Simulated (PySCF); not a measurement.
NMR data simulated for an unnamed compound:

¹H NMR (500 MHz, computed): δ 7.10 (m, 2H), 6.75 (d, 2H), 3.91 (s, 6H).

¹³C{¹H} NMR (computed): δ 156.9 (C), 124.9 (CH), 112.9 (CH), 55.5 (CH3).

Computed data (PySCF 2.14): NMR shieldings at PBE0/pcSseg-1/GIAO, GFN2-xTB structure. Gas phase, relativity neglected, rapidly exchanging positions averaged, one computed conformer.

δ = σ(ref) − σ, references computed at the same level: ¹H, ¹³C vs TMS.

Question: Which of these does the molecule contain: an aldehyde, a tert-butyl group, an N-methyl group, a benzene ring, a methoxy group?

Answer: 
- An aldehyde: no.
- A tert-butyl group: no.
- An N-methyl group: no.
- A benzene ring: yes.
- A methoxy group: yes (δC 55.5; δH 3.91 (s)).

The data belong to 1,2-dimethoxybenzene (c1c(OC)c(OC)ccc1, C₈H₁₀O₂); they needn't prove each group on their own.

Carbon signals by region: 3 in the sp2 and nitrile region (100–160 ppm), 1 at 50–100 ppm.

Shifts are as computed. Against solution values, carbons near 30 ppm lie about +3 ppm off and those near 130 ppm about +5 ppm. Of 1211 compounds with measured shifts, 218 miss one by over three times the rms of a fit or turn the order of signals round; such compounds aren't used in these exercises. No couplings were computed; multiplicities are counted from neighbouring protons, with m where these are inequivalent, close in shift, in a saturated or five-membered ring or joined by F or P, and br s for small geminal =CH2 splittings.
